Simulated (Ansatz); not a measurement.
`BN(C)CC=C`, relaxed with RKS PBE-D4/def2-SVP in Ansatz from a rough embedded geometry. The force threshold is 0.03 eV/Å; the program also tests the step.

Total charge 0; spin multiplicity 1.

Start:

```xyz
16

B     1.360    0.216    1.736
N     0.484   -0.252    0.558
C    -0.550   -1.082    1.122
C    -0.160    0.892   -0.138
C    -0.695    0.449   -1.463
C     0.035   -0.093   -2.451
H     2.504   -0.019    1.712
H     0.897    0.953    2.569
H    -0.160   -1.981    1.640
H    -1.240   -0.541    1.820
H    -1.213   -1.533    0.306
H    -0.898    1.402    0.427
H     0.722    1.679   -0.455
H    -1.759    0.574   -1.673
H    -0.410   -0.430   -3.370
H     1.083   -0.234   -2.337
```

(1) How much energy does the relaxation release, and in how many steps? (An estimate is asked.)

(2) Which bonds change most? (An estimate is asked.)

(3) Give the relaxed structure. (Best estimate.)

## Answers

(1) Ansatz gave: 2.20 eV, in 20 steps, 1 of them rejected.

(2) The calculation gave: B1–N2 from 1.541 to 1.401 Å; C4–H13 from 1.225 to 1.111 Å; C4–H12 from 1.060 to 1.115 Å; B1–H7 from 1.168 to 1.217 Å.

(3) The calculation gave: 
```xyz
16

B     1.505    0.265    1.288
N     0.203    0.023    0.831
C    -0.517   -1.221    1.082
C    -0.545    1.000    0.046
C    -0.621    0.715   -1.436
C     0.128   -0.175   -2.106
H     2.080   -0.604    1.917
H     2.021    1.341    1.046
H     0.128   -1.916    1.649
H    -1.440   -1.030    1.673
H    -0.825   -1.710    0.133
H    -1.581    1.087    0.450
H    -0.079    1.998    0.194
H    -1.358    1.329   -1.985
H     0.023   -0.306   -3.193
H     0.878   -0.798   -1.590
```
